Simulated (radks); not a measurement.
All-electron atom: Zr+ in [Kr] 4d2 5s1 (the NIST ground configuration).

All-electron calculation, scalar-relativistic Kohn-Sham, exchange-only r2SCAN, spin-polarised, spherical densities, finite nucleus; open shells are filled with parallel spins first (spin-orbit coupling, left out, can overturn this in heavy ions); meta-GGA in the generalised Kohn-Sham scheme; Fermi nuclear charge, rms radius 4.2694 fm. Program: a radial shooting solver on a logarithmic mesh with Libxc functionals.

Energy parts (Ry):
| part | energy |
|---|---|
| total | -7193.76480 |
| kinetic | 7400.51510 |
| electron-nucleus | -17308.85237 |
| Hartree | 2939.06200 |
| exchange | -224.48953 |

Orbitals (lengths in bohr, moments of r in powers of bohr):
| orbital | occ. | eigenvalue (Ry) | <r^4> |
|---|---|---|---|
| 1s down | 1 | -1313.646 | 8.893e-06 |
| 1s up | 1 | -1313.645 | 8.893e-06 |
| 2s up | 1 | -183.2724 | 0.001673 |
| 2s down | 1 | -183.2555 | 0.001673 |
| 2p up | 3 | -163.2875 | 0.001205 |
| 2p down | 3 | -163.2756 | 0.001204 |
| 3s up | 1 | -30.80790 | 0.08949 |
| 3s down | 1 | -30.79975 | 0.08945 |
| 3p up | 3 | -24.21403 | 0.1013 |
| 3p down | 3 | -24.20416 | 0.1012 |
| 3d up | 5 | -13.43180 | 0.1223 |
| 3d down | 5 | -13.41522 | 0.1218 |
| 4s up | 1 | -4.61628 | 4.406 |
| 4s down | 1 | -4.50565 | 4.237 |
| 4p up | 3 | -2.94558 | 7.695 |
| 4p down | 3 | -2.80972 | 7.031 |
| 5s up | 1 | -0.75484 | 260.7 |
| 4d up | 2 | -0.72365 | 66.64 |
| 4d down | 0 | -0.47832 | 63.51 |
| 5p up | 0 | -0.45551 | 557.4 |

The highest occupied level is 4d up at -9.846 eV. Summed over all electrons, <r^2> = 45.66 bohr^2, which gives a Langevin (diamagnetic) susceptibility term of -36.2 x 10^-6 cm^3/mol.
